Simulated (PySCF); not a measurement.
**K: electron affinity**

K⁻ [Ar] 4s2 (1S) → K [Ar] 4s1 (2S), as a difference of total energies. Computed with PySCF 2.14 in dyall-acv3z (25s18p7d3f, 135 functions), with no relativity, point nucleus. Correlated levels: valence: [Ar] frozen; valence and next inner shell: [Ne] frozen; virtual orbitals above 40 to 60 times the deepest correlated orbital energy dropped. The calculations carry no spin-orbit coupling.

| method | electron affinity (eV) |
| --- | --- |
| UHF | -0.080 |
| LDA | 0.576 |
| PBE | 0.515 |
| PBE0 | 0.479 |
| r2SCAN | 0.409 |
| r2SCANh | 0.412 |
| M06-L | 0.468 |
| MP2 (valence) | 0.282 |
| SCS-MP2 (valence) | 0.355 |
| MP2 (valence and next inner shell) | 0.318 |
| SCS-MP2 (valence and next inner shell) | 0.381 |

These non-relativistic numbers lack the scalar-relativistic shift.

A negative affinity means that the anion lies above the atom at that level of theory.

In the anion the highest occupied orbital energy is positive at LDA, PBE, PBE0, r2SCAN, r2SCANh, M06-L, a self-interaction effect; the basis confines that electron, and the energy difference can still be sensible.

For comparison: 0.501 eV (measured; photodetachment measurements, as compiled on the Wikipedia data page of electron affinities).
